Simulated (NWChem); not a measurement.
BaCl, doublet; SMILES [Cl][Ba]

All runs: NWChem. Spin-unrestricted. Geometry: optimised at PBE0/def2-SVP, spin-unrestricted. The spin multiplicity was typed, not searched, and may not be the lowest. No stability test was run on the SCF state. def2 effective core potentials on Ba; no spin-orbit coupling. Vertical excitations in the gas phase; the lowest state need not have the same character in each row. Excited states of an open shell can be spin-contaminated.

For level PBE/def2-SVPD, TDA:

lowest excitation (eV): 0.91
lowest empty minus highest occupied level, either spin (eV): 0.79

Problem. What are these values for level B3LYP/def2-SVPD, TDA?

Solution. 
- lowest excitation (eV): 1.05
- lowest empty minus highest occupied level, either spin (eV): 1.37
